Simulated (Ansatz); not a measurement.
Ideal-gas functions of `B[SiH](F)Br` at 800 K and 1 bar, from an Ansatz frequency run at PBE0-D4/def2-TZVP.

Molar mass 140.82 g/mol, point group C1 (symmetry number 1), electronic degeneracy 1, moments of inertia 82.234, 225.431, 276.837 u Å². Harmonic wavenumbers (cm⁻¹, unscaled): 54, 184, 227, 388, 488, 588, 690, 693, 841, 882, 930, 1132, 2268, 2607, 2711.

Use S(trans) = R[1.5 ln M + 2.5 ln T − 1.1517]; rotational temperatures θ = 24.2544 K / I; S(rot) = R[ln(√π/σ · √(T³/θAθBθC)) + 1.5]; for each mode x = 1.438777 ν̃/T, S = R[x/(eˣ − 1) − ln(1 − e⁻ˣ)] and H = RT x/(eˣ − 1); 1 cm⁻¹ = 0.0119627 kJ/mol; R = 8.31446 J/(mol·K).

By hand: the entropy, in J/(mol·K).

Translation 191.1. Rotation: θ = 0.2949, 0.1076, 0.0876 K, giving 125.1. Vibration, mode by mode: 27.71, 17.55, 15.82, 11.47, 9.66, 8.23, 7.03, 7.00, 5.62, 5.30, 4.94, 3.71, 0.73, 0.44, 0.38, in all 125.6. Electronic 0.0. Sum 441.8 J/(mol·K).

By hand: H − E and G − E in kJ/mol, counted from the electronic energy.

Zero-point energy ½ × 14683 × 0.0119627 = 87.8; thermal vibration 47.7; translation, rotation and pV give 4 RT = 26.6. H − E = 162.1 kJ/mol, and G − E = 162.1 − 800 × 441.8/1000 = -191.3 kJ/mol.

Vibration gives 28 % of the entropy, 27.7 J/(mol·K) of it from the mode under 150 cm⁻¹: soft modes count most, and the harmonic formula is weakest for them. The sum counts one conformer and one mirror image; others add a mixing term.
